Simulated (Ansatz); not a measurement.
Two isomers of C2H6FNSn: A = `C[N](C)[Sn][F]`, B = `C=C(F)[NH][SnH3]`.

Isolated molecules relaxed with PBE0-D4/def2-TZVP in Ansatz; ΔE leaves out vibrations. CCSD(T)/CBS adds triple-zeta CCSD(T) − MP2 to the extrapolated MP2 energy (def2 sets, frozen cores). DFT in def2-TZVPP. B3LYP here is the variant with VWN-RPA as its local correlation; programs differ in this. Elements past krypton have def2 core potentials. For Sn outer-core shells are correlated without core-valence functions, which leaves a few kJ/mol of doubt a bond. Each species was taken in one conformer, which may not be the lowest.

(1) Which isomer does CCSD(T)/CBS put lower? Give the gap. (Estimate.)

(2) Give E(B) − E(A) in kJ/mol with PBE-D4, r2SCAN-D4, CCSD/def2-TZVPP, HF/def2-TZVPP, PBE0-D4, MP2/def2-TZVPP, B3LYP-D4. (An estimate is asked.)

Largest T1 diagnostic: 0.017.

## Answers

(1) Ansatz gave: A, by 258.5 kJ/mol.

(2) Computed: PBE-D4 257.8, r2SCAN-D4 244.6, CCSD/def2-TZVPP 236.6, HF/def2-TZVPP 210.2, PBE0-D4 243.3, MP2/def2-TZVPP 261.3, B3LYP-D4 260.2. None reverses the order clearly.

From PBE to PBE0 (25 % exact exchange), in def2-TZVPP and without D4, E(B) − E(A) moves by −14.1 kJ/mol. The D4 term adds +3.8 kJ/mol with B3LYP and +1.9 kJ/mol with PBE0; it sums over pairs of atoms, weighted by their polarisabilities, and B3LYP, whose exchange is more repulsive, gets the larger term.
